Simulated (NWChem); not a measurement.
System: AlSiNH$_{6}$O$_{2}$; SMILES [SiH2]([Al]([OH])[OH])N

Input file for NWChem:

```
start job
memory heap 200 mb stack 900 mb global 1100 mb
geometry units angstroms noautosym nocenter noautoz
  Si    -0.706333     1.479564     0.018929
  N      0.598702     2.646962    -0.033101
  Al    -0.011960    -0.866195     0.001989
  O     -1.177847    -2.110444    -0.009729
  O      1.667770    -1.178504     0.002329
  H     -1.508582     1.758564     1.254843
  H     -1.597070     1.753185    -1.155717
  H      1.155129     2.655396    -0.883304
  H      1.231473     2.643449     0.762025
  H     -1.070140    -3.061744    -0.014288
  H      2.124785    -2.020279    -0.004174
end
basis spherical
  * library 6-31g*
end
dft
  xc hfexch
  iterations 150
end
property
  shielding
end
task dft property
```

Parts of the log:

```
             Northwest Computational Chemistry Package (NWChem) 7.3.0
             --------------------------------------------------------

                             Geometry "geometry" -> ""
                             -------------------------

 Output coordinates in angstroms (scale by  1.889725989 to convert to a.u.)

  No.       Tag          Charge          X              Y              Z
 ---- ---------------- ---------- -------------- -------------- --------------
    1 Si                  14.0000    -0.70633300     1.47956400     0.01892900
    2 N                    7.0000     0.59870200     2.64696200    -0.03310100
    3 Al                  13.0000    -0.01196000    -0.86619500     0.00198900
    4 O                    8.0000    -1.17784700    -2.11044400    -0.00972900
    5 O                    8.0000     1.66777000    -1.17850400     0.00232900
    6 H                    1.0000    -1.50858200     1.75856400     1.25484300
    7 H                    1.0000    -1.59707000     1.75318500    -1.15571700
    8 H                    1.0000     1.15512900     2.65539600    -0.88330400
    9 H                    1.0000     1.23147300     2.64344900     0.76202500
   10 H                    1.0000    -1.07014000    -3.06174400    -0.01428800
   11 H                    1.0000     2.12478500    -2.02027900    -0.00417400

 Effective nuclear repulsion energy (a.u.)     270.1414371532

  xc_inp: hfexch multiplicative factor not found.
                              NWChem Property Module
                              ----------------------

  itol2e modified to match energy
  convergence criterion.

                                 NWChem DFT Module
                                 -----------------

 Summary of "ao basis" -> "ao basis" (spherical)
 ------------------------------------------------------------------------------
       Tag                 Description            Shells   Functions and Types
 ---------------- ------------------------------  ------  ---------------------
 Si                          6-31g*                  8       18   4s3p1d
 N                           6-31g*                  6       14   3s2p1d
 Al                          6-31g*                  8       18   4s3p1d
 O                           6-31g*                  6       14   3s2p1d
 H                           6-31g*                  2        2   2s

  itol2e modified to match energy
  convergence criterion.

            General Information
            -------------------
          SCF calculation type: DFT
          Wavefunction type:  closed shell.
          No. of atoms     :    11
          No. of electrons :    56
           Alpha electrons :    28
            Beta electrons :    28
          Charge           :     0
          Spin multiplicity:     1
          Use of symmetry is: off; symmetry adaption is: off
          Maximum number of iterations: 150
          AO basis - number of functions:    90
                     number of shells:    46
          Convergence on energy requested:  1.00D-07
          Convergence on density requested:  1.00D-05
          Convergence on gradient requested:  5.00D-04

              XC Information
              --------------
                     Hartree-Fock (Exact) Exchange  1.000

      Superposition of Atomic Density Guess
      -------------------------------------

 Sum of atomic energies:        -737.46779617

      Non-variational initial energy
      ------------------------------

 Total energy =    -738.910469
 1-e energy   =   -1557.272265
 2-e energy   =     548.220359
 HOMO         =      -0.291707
 LUMO         =      -0.002082

   convergence    iter        energy       DeltaE   RMS-Dens  Diis-err
 ---------------- ----- ----------------- --------- --------- ---------
 d= 0,ls=0.0,diis     1   -738.4451899245 -1.01D+03  1.07D-02  1.26D+00
 d= 0,ls=0.0,diis     2   -738.5520822810 -1.07D-01  3.69D-03  4.70D-01
 d= 0,ls=0.0,diis     3   -738.5974029908 -4.53D-02  1.23D-03  6.03D-03
 d= 0,ls=0.0,diis     4   -738.5989379261 -1.53D-03  3.13D-04  2.52D-04
 d= 0,ls=0.0,diis     5   -738.5990184240 -8.05D-05  8.82D-05  3.38D-05
  Resetting Diis
 d= 0,ls=0.0,diis     6   -738.5990263009 -7.88D-06  4.58D-05  3.91D-06
 d= 0,ls=0.0,diis     7   -738.5990275963 -1.30D-06  8.35D-06  1.98D-07
 d= 0,ls=0.0,diis     8   -738.5990276756 -7.93D-08  6.14D-06  4.65D-08

         Total DFT energy =     -738.599027675580
      One electron energy =    -1562.993957506455
           Coulomb energy =      618.234487375198
    Exchange-Corr. energy =      -63.980994697475
 Nuclear repulsion energy =      270.141437153152

 Numeric. integr. density =        0.000000000000

                       DFT Final Molecular Orbital Analysis
                       ------------------------------------

 Vector   26  Occ=2.000000D+00  E=-4.605602D-01
              MO Center= -1.2D+00,  1.7D+00,  5.3D-02, r^2= 2.5D+00
   Bfn.  Coefficient  Atom+Function         Bfn.  Coefficient  Atom+Function
  ----- ------------  ---------------      ----- ------------  ---------------
     9      0.381725   1 Si pz               80      0.295116   6 H  s
    82     -0.289175   7 H  s                79      0.232349   6 H  s
    81     -0.227555   7 H  s                 5     -0.156400   1 Si pz
    17      0.093222   1 Si d  1             23     -0.089472   2 N  pz
    13      0.084570   1 Si pz               27     -0.081167   2 N  pz

 Vector   27  Occ=2.000000D+00  E=-4.483473D-01
              MO Center=  1.1D-01,  2.0D+00, -2.9D-02, r^2= 2.6D+00
   Bfn.  Coefficient  Atom+Function         Bfn.  Coefficient  Atom+Function
  ----- ------------  ---------------      ----- ------------  ---------------
    22      0.392776   2 N  py               26      0.338619   2 N  py
     7     -0.218366   1 Si px                8      0.187597   1 Si py
    21     -0.151843   2 N  px               40     -0.140873   3 Al py
    25     -0.130548   2 N  px               38     -0.118654   3 Al s
    24      0.110217   2 N  s                82      0.107596   7 H  s

[...]

          -----------------------------------------
          Chemical Shielding Tensors (GIAO, in ppm)
          -----------------------------------------

                                NWChem CPHF Module
                                ------------------

  scftype          =     RHF
  nclosed          =       28
  nopen            =        0
  variables        =     1736
  # of vectors     =        3
  tolerance        = 0.10D-03
  level shift      = 0.00D+00
  max iterations   =       50
  max subspace     =       30

 SCF residual:    1.0222087682265008E-004

Iterative solution of linear equations
  No. of variables     1736
  No. of equations        3
  Maximum subspace       30
        Iterations       50
       Convergence  1.0D-04

   iter   nsub   residual    time
   ----  ------  --------  ---------
     1      3    1.69D+00      28.5
     2      6    1.58D-01      31.3
     3      9    3.45D-02      34.6
     4     12    7.67D-03      37.9
     5     15    1.15D-03      41.2
     6     18    1.53D-04      44.8
     7     21    3.07D-05      47.5

      Atom:    1  Si
        Diamagnetic
    880.3129      2.2809     -0.1463
      2.2809    882.6799     -0.1133
     -0.1463     -0.1133    876.3786

        Paramagnetic
   -346.5508     40.9612     -2.9809
     40.9612   -381.2078     -1.1695
     -2.9809     -1.1695   -438.7067

        Total Shielding Tensor
    533.7621     43.2421     -3.1272
     43.2421    501.4721     -1.2828
     -3.1272     -1.2828    437.6719

           isotropic =     490.9687
          anisotropy =     109.3387

          Principal Components and Axis System
                 1           2           3
              563.8612    471.4750    437.5699

      1         0.8214     -0.5694      0.0337
      2         0.5698      0.8218     -0.0028
      3        -0.0261      0.0215      0.9994

      Atom:    2  N
        Diamagnetic
    327.8716     11.5231     -0.1433
     11.5231    317.8081     -0.6015
     -0.1433     -0.6015    323.0325

        Paramagnetic
    -70.0349     -8.5907      3.3801
     -8.5907    -68.3990      0.0338
      3.3801      0.0338      2.3534

        Total Shielding Tensor
    257.8367      2.9324      3.2369
      2.9324    249.4091     -0.5677
      3.2369     -0.5677    325.3859

           isotropic =     277.5439
          anisotropy =      71.9987

          Principal Components and Axis System
                 1           2           3
              325.5430    258.6294    248.4592

      1         0.0475      0.9513     -0.3046
      2        -0.0056      0.3052      0.9523
      3         0.9989     -0.0435      0.0198

      Atom:    3  Al
        Diamagnetic
    795.8560      1.0412      0.0132
      1.0412    795.1429      0.0197
      0.0132      0.0197    789.5148

        Paramagnetic
   -310.5020    -30.4500      0.6086
    -30.4500   -228.2572      0.8367
      0.6086      0.8367   -318.1847

        Total Shielding Tensor
    485.3540    -29.4089      0.6218
    -29.4089    566.8858      0.8565
      0.6218      0.8565    471.3300

           isotropic =     507.8566
          anisotropy =     102.8005

          Principal Components and Axis System
                 1           2           3
              576.3903    476.0093    471.1702

      1        -0.3074      0.9364     -0.1691
      2         0.9516      0.3014     -0.0608
      3         0.0059      0.1796      0.9837

      Atom:    4  O
        Diamagnetic
    392.1510     11.7521      0.1129
     11.7521    408.4360      0.1904
      0.1129      0.1904    379.5570

        Paramagnetic
   -118.7393     37.1552      0.3358
     37.1552    -68.2061      0.1543
      0.3358      0.1543    -82.2020

        Total Shielding Tensor
    273.4117     48.9074      0.4487
     48.9074    340.2299      0.3447
      0.4487      0.3447    297.3550

           isotropic =     303.6655
          anisotropy =      93.5825

          Principal Components and Axis System
                 1           2           3
              366.0539    297.3522    247.5905

      1         0.4669      0.0007      0.8843
      2         0.8843     -0.0088     -0.4668
      3         0.0075      1.0000     -0.0047

      Atom:    5  O
        Diamagnetic
    408.1419    -11.4451     -0.0419
    -11.4451    392.6310      0.0791
     -0.0419      0.0791    379.2766

        Paramagnetic
    -69.4788    -36.0970      0.0588
    -36.0970   -128.0174     -0.2260
      0.0588     -0.2260    -79.1090

        Total Shielding Tensor
    338.6631    -47.5420      0.0169
    -47.5420    264.6136     -0.1469
      0.0169     -0.1469    300.1676

           isotropic =     301.1481
          anisotropy =      91.1231

          Principal Components and Axis System
                 1           2           3
              361.8968    300.1678    241.3797

      1         0.8985     -0.0021      0.4391
      2        -0.4391     -0.0013      0.8985
      3         0.0013      1.0000      0.0021

      Atom:    6  H
        Diamagnetic
     29.9905     -1.1282     -6.5995
     -1.1282     26.8716      2.0964
     -6.5995      2.0964     33.2069

        Paramagnetic
     -0.9787      1.0170      2.6639
      1.0170      0.0496     -1.0948
      2.6639     -1.0948     -5.9316

        Total Shielding Tensor
     29.0118     -0.1113     -3.9356
     -0.1113     26.9212      1.0017
     -3.9356      1.0017     27.2753

           isotropic =      27.7361
          anisotropy =       6.8012

          Principal Components and Axis System
                 1           2           3
               32.2702     26.9980     23.9401

      1         0.7652      0.2521      0.5924
      2        -0.1338      0.9623     -0.2367
      3        -0.6297      0.1018      0.7701

      Atom:    7  H
        Diamagnetic
     30.9679     -1.2381      6.7647
     -1.2381     26.8650     -1.9925
      6.7647     -1.9925     32.2413

        Paramagnetic
     -1.3971      1.0911     -3.0371
      1.0911      0.0587      1.0187
     -3.0371      1.0187     -5.5285

        Total Shielding Tensor
     29.5708     -0.1470      3.7276
     -0.1470     26.9237     -0.9738
      3.7276     -0.9738     26.7128

           isotropic =      27.7358
          anisotropy =       6.7270

          Principal Components and Axis System
                 1           2           3
               32.2204     27.0157     23.9712

      1         0.8108      0.2410     -0.5334
      2        -0.1275      0.9621      0.2409
      3         0.5713     -0.1273      0.8108

      Atom:    8  H
        Diamagnetic
     31.1530      3.3065    -10.3746
      3.3065     24.1581     -1.8634
    -10.3746     -1.8634     36.3218

        Paramagnetic
      1.4254     -0.5944      3.3696
     -0.5944      3.8873      0.8204
      3.3696      0.8204      3.6637

        Total Shielding Tensor
     32.5784      2.7121     -7.0050
      2.7121     28.0454     -1.0431
     -7.0050     -1.0431     39.9856

           isotropic =      33.5365
          anisotropy =      16.4883

          Principal Components and Axis System
                 1           2           3
               44.5287     29.8356     26.2451

      1        -0.5241      0.6042     -0.6002
      2        -0.1394      0.6344      0.7603
      3         0.8402      0.4822     -0.2483

      Atom:    9  H
        Diamagnetic
     33.0822      3.3006     10.7179
      3.3006     24.1565      1.3493
     10.7179      1.3493     34.3584

        Paramagnetic
      0.8537     -0.6243     -3.1002
     -0.6243      3.9004     -0.7625
     -3.1002     -0.7625      4.2412

        Total Shielding Tensor
     33.9359      2.6763      7.6177
      2.6763     28.0569      0.5868
      7.6177      0.5868     38.5995

           isotropic =      33.5308
          anisotropy =      16.4486

          Principal Components and Axis System
                 1           2           3
               44.4965     29.8537     26.2421

      1         0.6012      0.5511     -0.5787
      2         0.1260      0.6498      0.7496
      3         0.7891     -0.5236      0.3212

      Atom:   10  H
        Diamagnetic
     19.4470      0.7756      0.0119
      0.7756     47.6444      0.1608
      0.0119      0.1608     16.9416

        Paramagnetic
      5.0797      1.0189      0.0073
      1.0189     -2.7420     -0.0502
      0.0073     -0.0502      6.5154

        Total Shielding Tensor
     24.5267      1.7945      0.0192
      1.7945     44.9024      0.1106
      0.0192      0.1106     23.4570

           isotropic =      30.9620
          anisotropy =      21.1466

          Principal Components and Axis System
                 1           2           3
               45.0598     24.3700     23.4563

      1         0.0871      0.9961     -0.0108
      2         0.9962     -0.0871     -0.0043
      3         0.0052      0.0104      0.9999

      Atom:   11  H
        Diamagnetic
     29.3382    -13.4728     -0.0924
    -13.4728     37.9866      0.1506
     -0.0924      0.1506     16.8569

        Paramagnetic
      3.4045      3.4353      0.0282
      3.4353     -1.4099     -0.0552
      0.0282     -0.0552      6.6286

        Total Shielding Tensor
     32.7427    -10.0375     -0.0643
    -10.0375     36.5767      0.0954
     -0.0643      0.0954     23.4855

           isotropic =      30.9349
          anisotropy =      20.9164

          Principal Components and Axis System
                 1           2           3
               44.8792     24.4409     23.4847

[...]
```

Level: Hartree-Fock/6-31G* (spherical d), GIAO. Coordinates come from a PBE0/def2-SVP optimisation. The printed shielding anisotropy is the first printed principal value minus the mean of the other two.
